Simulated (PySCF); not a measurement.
Working out the ionisation energy of Zn

Zn [Ar] 3d10 4s2 (1S) → Zn+ [Ar] 3d10 4s1 (2S). All numbers are calculated (PySCF 2.14, no relativity, point nucleus, in 6-31G* (5s4p2d1f, 34 functions)). Frozen: [Ar]. Energies in hartree (1 hartree = 27.21139 eV):

| part | Zn (lower) | Zn+ (upper) |
| --- | --- | --- |
| UHF | -1777.481098 | -1777.209131 |
| CCSD correlation | -0.233468 | -0.195072 |
| (T) | -0.006892 | -0.005489 |

**Question.** What does Hartree-Fock give?

**Answer.** (-1777.209131) − (-1777.481098) = 0.271967 hartree = 7.401 eV.

**Question.** What do CCSD and CCSD(T) give?

**Answer.** The CCSD correlation energies differ by 0.038396 hartree = 1.045 eV and the triples by 0.001403 hartree = 0.038 eV, so CCSD gives 8.446 eV and CCSD(T) 8.484 eV.

Measured between the centres of the two terms (NIST): 9.394 eV, so CCSD(T) (valence) is off by -0.910 eV.

The calculation is non-relativistic.

What remains against the reference includes basis incompleteness, the frozen core and higher excitations.
